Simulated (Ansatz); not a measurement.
Mulliken charges of GaH4OSi (`[SiH3][O][GaH]`) radical from ωB97M-V/def2-TZVPP in Ansatz (PBE0-D4/def2-TZVP geometry).

```json
{"atom": "Si1", "x (Å)": "-0.907", "y (Å)": "0.577", "z (Å)": "-0.244", "charge (e)": "0.323"}
{"atom": "O2", "x (Å)": "0.282", "y (Å)": "-0.375", "z (Å)": "0.340", "charge (e)": "-0.432"}
{"atom": "Ga3", "x (Å)": "1.972", "y (Å)": "-0.896", "z (Å)": "0.048", "charge (e)": "0.290"}
{"atom": "H4", "x (Å)": "-2.099", "y (Å)": "-0.248", "z (Å)": "-0.579", "charge (e)": "-0.052"}
{"atom": "H5", "x (Å)": "-0.474", "y (Å)": "1.297", "z (Å)": "-1.476", "charge (e)": "-0.054"}
{"atom": "H6", "x (Å)": "-1.296", "y (Å)": "1.586", "z (Å)": "0.776", "charge (e)": "-0.052"}
{"atom": "H7", "x (Å)": "2.522", "y (Å)": "-1.941", "z (Å)": "1.134", "charge (e)": "-0.024"}
```

Task: By hand: the dipole of these point charges (1 e Å = 4.8032 D).

Result: Σ q r = (0.299, -0.004, -0.170) e Å, of length 0.344 e Å = 1.65 D.

Task: How does the dipole of the full density compare? (Best estimate.)

Result: The calculation gave: (0.289, -0.053, -0.100) e Å, 1.49 D; the point charges give 1.11 times that, at 14° from its direction.

Point charges leave out the atoms' own dipoles, such as those of lone pairs, and Mulliken's split depends on the basis, so the close match here is no proof of good charges.
